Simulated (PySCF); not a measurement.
## Ionisation energy of Rh(19+) by level of theory

Rh(19+) [Ar] 3d8 [3d3/2^4 3d5/2^4, M_J = 4] → Rh(20+) [Ar] 3d7 [3d3/2^4 3d5/2^3, M_J = 9/2], as a difference of total energies. Calculation: PySCF 2.14, in an even-tempered Gaussian basis (17 s from 2.1 bohr⁻², ratio 2.8; 12 p from 2.7 bohr⁻², ratio 2.8; 8 d from 2.7 bohr⁻², ratio 2.8; 4 f from 12 bohr⁻², ratio 3); the two-component X2C-1e Hamiltonian. Correlated levels: [Ne] frozen; the 76 highest virtual spinors dropped. "Screened" scales the spin-orbit matrix elements by Boettger's factors to mimic the two-electron term; Breit and QED terms are absent.

```csv
method,ionisation energy (eV)
GHF (spin-free),858.48
GMP2 (spin-free),859.80
GHF (screened spin-orbit),857.47
GMP2 (screened spin-orbit),858.77
```

Question: How much does correlation contribute at GMP2 (screened spin-orbit)?

Answer: 858.77 − (857.47) = 1.30 eV, measured against GHF (screened spin-orbit).

Breit and QED terms and the two-electron picture change are absent.

The spin-free rows relax to the high-spin LS determinant and lack the spin-orbit shift.

The labels give the starting determinants; with spin-orbit coupling the two ends relaxed to ⟨J²⟩ = 20.00, ⟨L²⟩ = 12.23, ⟨S²⟩ = 1.95 and ⟨J²⟩ = 24.75, ⟨L²⟩ = 12.97, ⟨S²⟩ = 3.41.

For comparison: 857 ± 4 eV (theoretical estimate listed by NIST; NIST Atomic Spectra Database, ionization energies).
